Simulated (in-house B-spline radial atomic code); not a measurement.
**Ionising P⁺ with different functionals**

Computed with a B-spline radial code for spherical atoms: scalar-relativistic (spin-free X2C) Hamiltonian, Fermi nucleus of rms radius 3.1889 fm, spin-polarised at highest spin, spherical fractional occupations for the functionals, the average over the highest-spin determinants for Hartree-Fock. The ionisation energy is the difference of two self-consistent energies, [Ne] 3s2 3p2 → [Ne] 3s2 3p1, without Breit or QED terms; ε is the level of the shell that loses the electron (its least bound occupied spin orbital).

Hybrids are left out here: with spherical fractional occupations of an open shell their exact exchange keeps a self-interaction that integer-occupation calculations don't have.

```json
{"method": "Hartree-Fock", "rung": "Hartree-Fock", "ΔSCF (eV)": "19.17", "-ε(3p) (eV)": "19.59"}
{"method": "LDA VWN5", "rung": "LDA", "ΔSCF (eV)": "?", "-ε(3p) (eV)": "?"}
{"method": "LDA PW92", "rung": "LDA", "ΔSCF (eV)": "?", "-ε(3p) (eV)": "?"}
{"method": "LDA exchange-only", "rung": "LDA", "ΔSCF (eV)": "18.85", "-ε(3p) (eV)": "14.07"}
{"method": "PBE", "rung": "GGA", "ΔSCF (eV)": "19.87", "-ε(3p) (eV)": "15.02"}
{"method": "PBEsol", "rung": "GGA", "ΔSCF (eV)": "19.82", "-ε(3p) (eV)": "14.97"}
{"method": "BLYP", "rung": "GGA", "ΔSCF (eV)": "19.63", "-ε(3p) (eV)": "14.73"}
{"method": "RPBE", "rung": "GGA", "ΔSCF (eV)": "19.87", "-ε(3p) (eV)": "15.02"}
{"method": "PW91", "rung": "GGA", "ΔSCF (eV)": "19.92", "-ε(3p) (eV)": "15.06"}
{"method": "BP86", "rung": "GGA", "ΔSCF (eV)": "19.92", "-ε(3p) (eV)": "15.05"}
{"method": "AM05", "rung": "GGA", "ΔSCF (eV)": "19.78", "-ε(3p) (eV)": "14.93"}
{"method": "OLYP", "rung": "GGA", "ΔSCF (eV)": "19.79", "-ε(3p) (eV)": "14.91"}
{"method": "TPSS", "rung": "meta-GGA", "ΔSCF (eV)": "19.95", "-ε(3p) (eV)": "15.13"}
{"method": "SCAN", "rung": "meta-GGA", "ΔSCF (eV)": "20.07", "-ε(3p) (eV)": "15.33"}
{"method": "r2SCAN", "rung": "meta-GGA", "ΔSCF (eV)": "20.06", "-ε(3p) (eV)": "15.32"}
{"method": "revTPSS", "rung": "meta-GGA", "ΔSCF (eV)": "19.93", "-ε(3p) (eV)": "15.11"}
```

Q: What does LDA VWN5 give?

A: ΔSCF 19.87 eV, and -ε(3p) = 15.00 eV.

Q: What does LDA PW92 give?

A: ΔSCF 19.86 eV, and -ε(3p) = 14.99 eV.

Q: How do they compare with the NIST value?

A: NIST lists 19.769 eV (semi-empirical, ground level to ground level). Errors run from -0.92 to +0.31 eV; AM05 is closest (+0.01 eV), but part of that can be cancellation, since the calculations leave out spin-orbit coupling, Breit-QED terms, multiplet and fine-structure energies. Hartree-Fock also lacks correlation.
